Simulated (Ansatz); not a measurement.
Geometry optimisation, Ansatz, RKS PBE0-D4/def2-SVP.

Input:

```yaml
crystal:
  periodic: [false, false, false]
  atoms:
    - { symbol: Sn, position_ang: [-0.516939, 0.133129, -0.647856] }
    - { symbol: Cl, position_ang: [0.306006, -1.180945, 2.613313] }
    - { symbol: O, position_ang: [1.346754, 0.33461, -0.123943] }
    - { symbol: H, position_ang: [1.481412, -0.123989, 0.722479] }
    - { symbol: Cl, position_ang: [-0.969722, 1.640007, -2.335605] }
    - { symbol: Cl, position_ang: [-1.132193, -2.007231, -1.274399] }
    - { symbol: F, position_ang: [-1.617546, 0.601905, 0.831673] }
    - { symbol: H, position_ang: [-0.729871, -0.349586, 2.499139] }
basis:
  gaussian: { orbitals: def2-SVP }
hamiltonian:
  xc: pbe0
  dispersion: d4
relax:
  f_tol: 0.03
  max_steps: 50
output:
  orbitals: {}
```

Command:

```bash
$ ansatz run input.yaml --threads 4 --pin off --max-ram 5120MiB --backend cpu --events-out ev --progress --plain --runs-dir out
```

Question: Where does it end, and by what steps?

Answer: It converged. After 7 steps the energy has fallen by 0.072 eV; H8 moved furthest, 0.23 Å.

| step | energy less start (eV) | largest force component (eV/Å) | accepted |
| --- | --- | --- | --- |
| 0 | 0.0000 | 0.883 | yes |
| 1 | -0.0404 | 0.652 | yes |
| 2 | 0.0114 | 1.068 | no |
| 3 | -0.0684 | 0.114 | yes |
| 4 | -0.0703 | 0.090 | yes |
| 5 | -0.0716 | 0.102 | yes |
| 6 | -0.0720 | 0.041 | yes |
| 7 | -0.0721 | 0.027 | yes |

```xyz
8
Properties=species:S:1:pos:R:3
Sn -0.495 0.091 -0.661
Cl 0.291 -1.013 2.706
O 1.366 0.252 -0.117
H 1.466 -0.145 0.766
Cl -1.008 1.691 -2.235
Cl -1.156 -2.008 -1.362
F -1.584 0.478 0.914
H -0.712 -0.297 2.274
```

Whether the end is a true minimum wasn't checked by a vibrational analysis.

The run took 22 s on 4 threads of Arm Neoverse V1, on a shared host, peak memory 0.32 GiB.
